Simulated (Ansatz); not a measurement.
Lewis adduct: BH3 (SMILES B) (first 4 atoms) with AsH3 (SMILES [AsH3]); geometry from B3LYP-D3(BJ)/def2-TZVP, rigid monomers moved along the line of their centres of mass till B1···As5 is 1.88 Å.
(charge 0, multiplicity 1):
```tsv
atom	x (Å)	y (Å)	z (Å)
B	-0.0052	-0.0598	0.6296
H	-0.8662	0.7776	0.5787
H	-0.3529	-1.1824	0.3770
H	1.0665	0.2658	0.1928
As	0.3369	-0.1611	2.4772
H	-0.7851	-0.5510	3.4090
H	0.8096	1.0750	3.2037
H	1.3853	-1.1264	2.9758
```

Interaction energies are E(AB) − E(A) − E(B) at the monomers' geometry in the complex; basis-set methods are counterpoise corrected.

Correlated levels freeze the cores. Filled d and f shells under p-block atoms count as core. CBS: X⁻³ extrapolation of the correlation energy, Hartree–Fock from the larger set.

Run with Ansatz (Gaussian basis) for Hartree–Fock, density functionals and correlated methods. Each number belongs to the level named beside it.

Q: What is the computed interaction energy (CCSD(T)/aug-cc-pVTZ)?

A: -20.9 kcal/mol

Q: Predict the interaction energy from CCSD(T)/CBS(aug-cc-pVDZ, aug-cc-pVTZ).

A: -22.6 kcal/mol

Q: Estimate the interaction energy that HF/aug-cc-pVTZ returns for this input.

A: -7.3 kcal/mol

Ansatz is an electronic-structure program.
